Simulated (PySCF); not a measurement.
**PySCF run on SrB⁺**

File input.py (PySCF 2.14):

```python
from pyscf import gto, scf
from pyscf.geomopt.geometric_solver import optimize

mol = gto.M(
    atom='Sr 0 0 0; B 0 0 2.625',
    basis='def2-svp',
    ecp={'Sr': 'def2-svp'},
    charge=1,
    spin=0,
    verbose=3,
)
mf = scf.RHF(mol)
mf.kernel()
mol_eq = optimize(mf, maxsteps=30)
print('optimised geometry (angstrom)')
print(mol_eq.tostring('raw'))
print('orbital energies (hartree):', mf.mo_energy[..., max(0, mol.nelec[1]-3):mol.nelec[0]+3].round(4))
```

```bash
$ OMP_NUM_THREADS=1 python input.py
```

The log:

```
converged SCF energy = -54.6097783336977
input.py

Current date and time:

#|     Arguments passed to driver run_optimizer():      |#
customengine              <pyscf.geomopt.geometric_solver.PySCFEngine object>
logIni                    <dir>
maxiter                   30
----------------------------------------------------------
Custom engine selected.
Bonds will be generated from interatomic distances less than 1.20 times sum of covalent radii
6 internal coordinates being used (instead of 6 Cartesians)
Internal coordinate system (atoms numbered from 1):
Distance 1-2
Translation-X 1-2
Translation-Y 1-2
Translation-Z 1-2
Rotation-A 1-2
Rotation-B 1-2
Rotation-C 1-2
<class 'geometric.internal.Distance'> : 1
<class 'geometric.internal.TranslationX'> : 1
<class 'geometric.internal.TranslationY'> : 1
<class 'geometric.internal.TranslationZ'> : 1
<class 'geometric.internal.RotationA'> : 1
<class 'geometric.internal.RotationB'> : 1
<class 'geometric.internal.RotationC'> : 1
> ===== Optimization Info: ====
> Job type: Energy minimization
> Maximum number of optimization cycles: 30
> Initial / maximum trust radius (Angstrom): 0.100 / 0.300
> Convergence Criteria:
> Will converge when all 5 criteria are reached:
>  |Delta-E| < 1.00e-06
>  RMS-Grad  < 3.00e-04
>  Max-Grad  < 4.50e-04
>  RMS-Disp  < 1.20e-03
>  Max-Disp  < 1.80e-03
> === End Optimization Info ===

Geometry optimization cycle 1
Cartesian coordinates (Angstrom)
 Atom        New coordinates             dX        dY        dZ
  Sr   0.000000   0.000000   0.000000    0.000000  0.000000  0.000000
   B   0.000000   0.000000   2.625000    0.000000  0.000000  0.000000

WARN: Mole.unit (angstrom) is changed to Bohr

converged SCF energy = -54.6097783336979
--------------- RHF_Scanner gradients ---------------
         x                y                z
0 Sr    -0.0000000000    -0.0000000000    -0.0192687586
1 B     0.0000000000     0.0000000000     0.0192687586
----------------------------------------------
cycle 1: E = -54.6097783337  dE = -54.6098  norm(grad) = 0.0272501
Step    0 : Gradient = 1.927e-02/1.927e-02 (rms/max) Energy = -54.6097783337
Hessian Eigenvalues: 4.26511e-02 5.00000e-02 5.00000e-02 ... 5.00000e-02 5.00000e-02 5.00000e-02

Geometry optimization cycle 2
Cartesian coordinates (Angstrom)
 Atom        New coordinates             dX        dY        dZ
  Sr   0.000000   0.000000   0.100000    0.000000  0.000000  0.100000
   B  -0.000000  -0.000000   2.525000   -0.000000 -0.000000 -0.100000
converged SCF energy = -54.6126535769725
--------------- RHF_Scanner gradients ---------------
         x                y                z
0 Sr     0.0000000000    -0.0000000000     0.0067591468
1 B    -0.0000000000     0.0000000000    -0.0067591468
----------------------------------------------
cycle 2: E = -54.612653577  dE = -0.00287524  norm(grad) = 0.00955888
Step    1 : Displace = 1.000e-01/1.000e-01 (rms/max) Trust = 1.000e-01 (=) Grad = 6.759e-03/6.759e-03 (rms/max) E (change) = -54.6126535770 (-2.875e-03) Quality = 0.679
Hessian Eigenvalues: 5.00000e-02 5.00000e-02 5.00000e-02 ... 5.00000e-02 5.00000e-02 6.88669e-02

Geometry optimization cycle 3
Cartesian coordinates (Angstrom)
 Atom        New coordinates             dX        dY        dZ
  Sr  -0.000000   0.000000   0.074031   -0.000000  0.000000 -0.025969
   B   0.000000  -0.000000   2.550969    0.000000 -0.000000  0.025969
converged SCF energy = -54.6128952884407
--------------- RHF_Scanner gradients ---------------
         x                y                z
0 Sr     0.0000000000     0.0000000000    -0.0016185523
1 B    -0.0000000000    -0.0000000000     0.0016185523
----------------------------------------------
cycle 3: E = -54.6128952884  dE = -0.000241711  norm(grad) = 0.00228898
Step    2 : Displace = 2.597e-02/2.597e-02 (rms/max) Trust = 1.000e-01 (=) Grad = 1.619e-03/1.619e-03 (rms/max) E (change) = -54.6128952884 (-2.417e-04) Quality = 0.729
Hessian Eigenvalues: 5.00000e-02 5.00000e-02 5.00000e-02 ... 5.00000e-02 5.00000e-02 8.53578e-02

Geometry optimization cycle 4
Cartesian coordinates (Angstrom)
 Atom        New coordinates             dX        dY        dZ
  Sr  -0.000000   0.000000   0.079048   -0.000000 -0.000000  0.005017
   B   0.000000  -0.000000   2.545952    0.000000  0.000000 -0.005017
converged SCF energy = -54.6129116488661
--------------- RHF_Scanner gradients ---------------
         x                y                z
0 Sr     0.0000000000     0.0000000000    -0.0000991628
1 B    -0.0000000000    -0.0000000000     0.0000991628
----------------------------------------------
cycle 4: E = -54.6129116489  dE = -1.63604e-05  norm(grad) = 0.000140237
Step    3 : Displace = 5.017e-03/5.017e-03 (rms/max) Trust = 1.000e-01 (=) Grad = 9.916e-05/9.916e-05 (rms/max) E (change) = -54.6129116489 (-1.636e-05) Quality = 1.066
Hessian Eigenvalues: 5.00000e-02 5.00000e-02 5.00000e-02 ... 5.00000e-02 5.00000e-02 8.01282e-02

Geometry optimization cycle 5
Cartesian coordinates (Angstrom)
 Atom        New coordinates             dX        dY        dZ
  Sr  -0.000000  -0.000000   0.079376   -0.000000 -0.000000  0.000327
   B   0.000000   0.000000   2.545624    0.000000  0.000000 -0.000327
converged SCF energy = -54.6129117095759
--------------- RHF_Scanner gradients ---------------
         x                y                z
0 Sr     0.0000000000    -0.0000000000     0.0000018219
1 B    -0.0000000000     0.0000000000    -0.0000018219
----------------------------------------------
cycle 5: E = -54.6129117096  dE = -6.07099e-08  norm(grad) = 2.57652e-06
Step    4 : Displace = 3.274e-04/3.274e-04 (rms/max) Trust = 1.414e-01 (+) Grad = 1.822e-06/1.822e-06 (rms/max) E (change) = -54.6129117096 (-6.071e-08) Quality = 0.989
Hessian Eigenvalues: 5.00000e-02 5.00000e-02 5.00000e-02 ... 5.00000e-02 5.00000e-02 8.01282e-02
Converged! =D

    #| If this code has benefited your research, please support us by citing: |#
    #| Wang, L.-P.; Song, C.C. (2016) "Geometry optimization made simple with |#
    #| translation and rotation coordinates", J. Chem, Phys. 144, 214108.     |#
    #|                                     |#
optimised geometry (angstrom)
Sr         -0.00000000       -0.00000000        0.07937572
B           0.00000000        0.00000000        2.54562428
orbital energies (hartree): [-1.3147 -0.6247 -0.3618 -0.1834 -0.1226 -0.1169]
```

In short: E(SCF) = -54.609778 Eh, all at the start geometry; optimised bond 2.466 Å with E = -54.612912 Eh after 5 steps.

Hardware: Arm Neoverse V2, 1 thread, shared host. Wall time 2.8 s, peak memory 0.14 GiB.

The last line lists the levels of the start geometry. Stability towards an unrestricted solution was not tested.
